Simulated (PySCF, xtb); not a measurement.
GeHClBr2, SMILES [Cl][GeH]([Br])[Br].

GFN2-xTB run with xtb at its own geometry gives an orbital gap of 4.97 eV and a dipole moment of 4.83 D.

The structure is a stationary point at B3LYP-D3(BJ)/def2-SVP.

Question: What does M06-2X/def2-TZVP (PySCF) give? (Estimate from the structure and the level; the computed values follow.)

Answer: gap 8.98 eV (levels -9.98 and -1.00 eV), dipole 1.37 D.
